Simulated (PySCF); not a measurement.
A GIAO shielding run with PySCF (density fitting, non-relativistic, gas phase) on SMILES C(CC)[SiH2]C(Cl)Cl, C$_{4}$H$_{10}$Cl$_{2}$Si:

```
$ OMP_NUM_THREADS=1 python probes_run.py task.json out

{"job": {"kind": "nmr", "xc": "PBE0", "basis": "pcSseg-1"}, "charge": 0, "multiplicity": 1}
C     -2.722205     0.101467     0.243906
C     -1.459092     0.121128    -0.608378
C     -0.201204    -0.012890     0.248543
Si     1.393433     0.007462    -0.771512
C      2.874288    -0.170414     0.451481
Cl     2.742166    -1.702200     1.337787
Cl     2.870999     1.185211     1.596879
H     -2.714287     0.923581     0.956276
H     -3.607274     0.197283    -0.380489
H     -2.793094    -0.831664     0.798531
H     -1.495757    -0.696405    -1.330774
H     -1.416624     1.054288    -1.173113
H     -0.184693     0.800302     0.978528
H     -0.263588    -0.941364     0.821682
H      1.613275     1.277141    -1.468047
H      1.503486    -1.129540    -1.688376
H      3.853173    -0.171358    -0.022833
```

Hardware: 1 thread of an Arm Neoverse N1, shared host. The job also computes population analyses, field gradients.

**Question.** How large is the calculation?

**Answer.** 82 electrons, 190 basis functions and 1055 auxiliary functions.

**Question.** How long does it take, and how much memory does it need?

**Answer.** 64 s of wall time, with 12 SCF cycles and 5 response iterations; peak memory 0.84 GiB. Times on a shared host scatter by some tens of per cent.
